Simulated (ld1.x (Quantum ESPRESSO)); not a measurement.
Results of a calculation; reference values are marked as such.
# Potentials for tin compared

Generated with ld1.x 7.5 (TM, RRKJ, ultrasoft, PAW), atompaw 4.2 or ONCVPSP 4.0.1. The cutoff is in Ry: for ld1.x and atompaw files where the sum of valence levels is converged to 10 mRy in a Bessel basis, for ONCV files where the hardest occupied wave has 1 mHa per electron of residual kinetic energy. The error is the largest all-electron minus pseudo excitation energy over each file’s own four to seven test configurations (ionisations up to +4, promotions, holes and added fractions of an electron), all of which were solved. The labels leave out finer settings (local radius, basis sizes, second energies), which also bear on the numbers. Spin-polarised tests are not counted. The rows are a selection from randomly drawn settings: files with unsolved tests, undetermined cutoffs or missed reference levels are left out.

A true bound ghost makes a file unfit for plane-wave use even where its test errors are small: the radial tests pick states by their node count and pass the ghost by.

```tsv
potential	cutoff (Ry)	largest error (meV)	bound ghosts
TM semilocal, PBE, scalar-relativistic, rc 1.80/1.85 (sp), local s, core correction no, reference 5s2 5p2	30	+137	none
TM semilocal, PBE, scalar-relativistic, rc 1.50/2.75 (sp), local p, core correction yes, reference 5s1 5p3	35	-42	none
```

**Question.** Fill in the row for Sn: TM, BP86, scalar-relativistic, rc 1.65/1.20/1.20 (spd), local p, core correction yes, reference 4p6 4d10 5s2 5p0.

**Answer.** cutoff 100 Ry, largest error +697 meV, bound ghosts: s.

**Question.** Fill in the row for Sn: TM, PBEsol, fully relativistic, rc 1.75/2.65 (sp), local s, core correction yes, reference 5s2 5p2.

**Answer.** cutoff 21 Ry, largest error -349 meV, bound ghosts: none.

**Question.** Fill in the row for Sn: TM, PBE, fully relativistic, rc 1.70/2.15 (sp), local s, core correction no, reference 5s1.5 5p2.5.

**Answer.** cutoff 25 Ry, largest error +40 meV, bound ghosts: none.
